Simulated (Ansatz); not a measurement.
```yaml
atoms:
  - { symbol: Si, position_ang: [0.0000, 0.0000, 0.0000] }
  - { symbol: H, position_ang: [0.7929, 0.7929, 0.7929] }
  - { symbol: H, position_ang: [0.7929, -0.7929, -0.7929] }
  - { symbol: H, position_ang: [-0.7929, 0.7929, -0.7929] }
  - { symbol: H, position_ang: [-0.7929, -0.7929, 0.7929] }
```

Basis set: cc-pVTZ (spherical functions). Left uncorrelated: 5 orbitals. Charge 0, multiplicity 1.

Computed with Ansatz (development build ahead of 0.2.0); each method stands on the lowest determinant of its kind that the runs found. Restricted open shells among the atoms or ions are ROHF, correlated in semicanonical orbitals with singles.

Task: Give the atomization energy at this shape (free ground-state atoms in the same class of orbitals less the molecule, no zero-point energy) of singlet SiH4 by RHF-MP2, RHF.

Result:

```json
{"method": "RHF-MP2", "atomization energy": "12.89 eV"}
{"method": "RHF", "atomization energy": "10.62 eV"}
```

Caution: the shape is not the minimum.
